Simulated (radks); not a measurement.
Values are calculated unless marked as measured or tabulated.
Effect of the nuclear size on neutral promethium, [Xe] 4f5 6s2. Code: a radial shooting solver on a logarithmic mesh with Libxc functionals. Model: Dirac Kohn-Sham, BLYP, spin-unpolarised, spherical densities, finite nucleus; open shells are shared between the two j in proportion to 2j + 1; Fermi nuclear charge, rms radius 4.962 fm. The rms radius is varied about that value; shifts are against it.

rms radius (fm)  total energy shift (eV)  density at nucleus (e/bohr^3)  1s1/2 shift (meV)  2s1/2 shift (meV)  5s1/2 shift (meV)  5p1/2 shift (meV)  6s1/2 shift (meV)  4f7/2 shift (meV)  6p1/2 (empty) shift (meV)
4.3864                             -3.19                      5.071e+05              -1320               -166              -1.21              0.167             -0.056              0.257                      0.046
4.6891                             -1.55                      4.994e+05               -642              -80.6             -0.586              0.081             -0.027              0.125                      0.022
4.962                                  0                      4.929e+05              0.000              0.000              0.000              0.000              0.000              0.000                      0.000
5.1307                             0.993                      4.891e+05                411               51.6              0.375             -0.052              0.017             -0.080                     -0.014
6.0586                              6.91                      4.707e+05               2860                359               2.61             -0.361              0.121             -0.556                     -0.099

Slopes of the eigenvalues against <r^2> in GHz/fm^2, as finite differences over the two radii next to the reference (eigenvalue slopes, not the field-shift constants of lines): 1s1/2 58700, 2s1/2 7370, 5s1/2 53.6, 5p1/2 -7.42, 6s1/2 2.50, 4f7/2 -11.4, 6p1/2 (empty) -2.04.
